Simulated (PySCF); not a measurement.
A PySCF script (with the pyscf-properties extension) for the NMR shieldings of `C[SiH2][C@](C)(CO)O[SiH3]`, C4H14O2Si2, on a GFN2-xTB geometry:

```python
import basis_set_exchange as bse
import numpy as np
from pyscf import gto, dft
from pyscf.prop import nmr

atoms = """
C     1.936207   -0.123241    1.863779
Si    0.069669   -0.099918    1.567906
C    -0.283660   -0.195738   -0.329743
C    -1.769608   -0.362557   -0.622687
C     0.511163   -1.379042   -0.898095
O     0.513884   -2.471209   -0.009918
O     0.231400    0.964631   -0.952215
Si   -0.377537    2.403759   -1.336617
H     2.426764    0.655964    1.286409
H     2.164074    0.043232    2.911916
H     2.366099   -1.077580    1.575773
H    -0.516541    1.173293    2.009832
H    -0.638332   -1.192441    2.246913
H    -2.139937   -1.291375   -0.192910
H    -1.946727   -0.373929   -1.698276
H    -2.328730    0.463258   -0.189111
H     1.554126   -1.075200   -1.004815
H     0.135883   -1.673541   -1.888371
H    -0.379015   -2.826882    0.043042
H    -0.906167    3.122138   -0.170958
H     0.822551    3.017941   -1.884185
H    -1.455975    2.317823   -2.328519
"""
names = dict.fromkeys(["C", "Si", "O", "H"], "pcSseg-1")
basis = {el: gto.basis.parse(bse.get_basis(n, elements=[el], fmt="nwchem")) for el, n in names.items()}
mol = gto.M(atom=atoms, basis=basis, charge=0, verbose=0)
mf = dft.RKS(mol, xc="PBE0")
mf.grids.level = 2
mf.grids.alignment = dft.numint.BLKSIZE   # the property module wants whole blocks of grid points
mf.conv_tol = 1e-9
mf.kernel()

calc = nmr.RKS(mf)   # GIAO
C = mf.mo_coeff
Co = C[:, mf.mo_occ > 0]
resp = mf.gen_response(singlet=True, hermi=2)
def vind(x):   # induced exchange potential for any number of trial vectors
    d = np.einsum("pi,xij,qj->xpq", C, 2 * x.reshape(-1, C.shape[1], Co.shape[1]), Co, optimize=True)
    return np.einsum("xpq,pi,qj->xij", resp(d - d.transpose(0, 2, 1)), C, Co, optimize=True).ravel()
mo1, _ = nmr.rhf.solve_mo1(calc, with_cphf=vind)
sigma = calc.kernel(mo1)
for i, s in enumerate(sigma):   # ppm
    print("%2d %-2s %9.2f" % (i, mol.atom_pure_symbol(i), np.trace(s) / 3))
```

Problem. Give the expected output.

Solution. 
```
 0 C     197.08
 1 Si    392.18
 2 C     112.99
 3 C     162.09
 4 C     110.45
 5 O     293.63
 6 O     303.87
 7 Si    398.83
 8 H      31.27
 9 H      31.61
10 H      31.10
11 H      27.63
12 H      27.64
13 H      30.50
14 H      30.35
15 H      30.14
16 H      27.73
17 H      28.15
18 H      31.17
19 H      26.63
20 H      26.93
21 H      26.74
```

These numbers come from an equivalent density-fitted implementation of the same equations, which agrees with the script to about 0.01 ppm for H and up to a few tenths of a ppm for heavy atoms, so last digits may differ.

Problem. Turn these shieldings into chemical shifts. Chemical shifts δ = σref − σ; 13C (σref 186.93), 29Si (σref 349.16), 1H (σref 31.72) vs TMS; H2O for 17O (σref 336.08), all at this level.

Solution. Averaging equivalent atoms: C 4: 76.5; C 2: 73.9; C 3: 24.8; C 0: -10.2; Si 1: -43.0; Si 7: -49.7; O 5: 42.4; O 6: 32.2; H 19/20/21: 4.95; H 11: 4.08; H 12: 4.08; H 16: 3.99; H 17: 3.57; H 13/14/15: 1.39; H 18: 0.54; H 8/9/10: 0.39 ppm. Experimental scales use liquid or dissolved standards, which lie at an offset from isolated H2O (liquid H2O: subtract about 36 ppm).

Size and cost of the density-fitted run: 220 basis functions, 88 s wall time on 1 thread of an Arm Neoverse N1, shared host; peak memory 1.1 GiB.
